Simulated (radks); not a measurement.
The numbers below are computed, except where a source is named.
Ho I, 67 electrons, occupied as [Xe] 4f(5/2: 5, 7/2: 5) 6s2 6p(1/2: 1, 3/2: 0) (not the ground configuration).

Code: a radial shooting solver on a logarithmic mesh with Libxc functionals. Model: Dirac Kohn-Sham, PBE, spin-unpolarised, spherical densities, finite nucleus; Fermi nuclear charge, rms radius 5.2022 fm.

Energy parts (eV):
part                      energy
total                 -343600.37
kinetic                377998.05
electron-nucleus      -848036.37
Hartree                133820.25
exchange-correlation    -7382.30

Orbitals (lengths in bohr, moments of r in powers of bohr):
| orbital | occ. | eigenvalue (eV) | <r^4> | <r^2> | small-component weight |
|---|---|---|---|---|---|
| 1s1/2 | 2 | -55432.94 | 9.258e-07 | 0.0005883 | 6.27e-02 |
| 2s1/2 | 2 | -9275.562 | 0.0001441 | 0.009111 | 1.40e-02 |
| 2p1/2 | 2 | -8829.495 | 0.00008844 | 0.006582 | 1.40e-02 |
| 2p3/2 | 4 | -7972.639 | 0.0001195 | 0.007805 | 1.29e-02 |
| 3s1/2 | 2 | -2080.024 | 0.005498 | 0.06029 | 4.48e-03 |
| 3p1/2 | 2 | -1884.671 | 0.004950 | 0.05588 | 4.42e-03 |
| 3p3/2 | 4 | -1705.722 | 0.006196 | 0.06278 | 4.11e-03 |
| 3d3/2 | 4 | -1370.487 | 0.004387 | 0.04962 | 3.99e-03 |
| 3d5/2 | 6 | -1331.396 | 0.004702 | 0.05153 | 3.90e-03 |
| 4s1/2 | 2 | -419.1444 | 0.1341 | 0.3035 | 1.44e-03 |
| 4p1/2 | 2 | -341.5069 | 0.1508 | 0.3174 | 1.36e-03 |
| 4p3/2 | 4 | -301.2581 | 0.1890 | 0.3553 | 1.24e-03 |
| 4d3/2 | 4 | -173.3352 | 0.2634 | 0.4020 | 1.07e-03 |
| 4d5/2 | 6 | -166.0101 | 0.2834 | 0.4168 | 1.04e-03 |
| 4f5/2 | 5 | -12.8721 | 1.881 | 0.8102 | 6.37e-04 |
| 4f7/2 | 5 | -11.8287 | 2.067 | 0.8416 | 6.23e-04 |
| 5s1/2 | 2 | -57.3181 | 4.676 | 1.775 | 3.03e-04 |
| 5p1/2 | 2 | -35.8310 | 7.797 | 2.239 | 2.42e-04 |
| 5p3/2 | 4 | -30.4259 | 10.35 | 2.571 | 2.12e-04 |
| 6s1/2 | 2 | -5.5491 | 348.7 | 14.97 | 3.63e-05 |
| 6p1/2 | 1 | -2.3491 | 1100 | 25.76 | 2.06e-05 |
| 6p3/2 | 0 | -1.9884 | 1464 | 29.68 | 1.81e-05 |

The highest occupied level is 6p1/2 at -2.349 eV. The density falls to 0.001 e/bohr^3 at r = 5.41 bohr. The electron density at the nucleus is 8.054e+05 e/bohr^3.
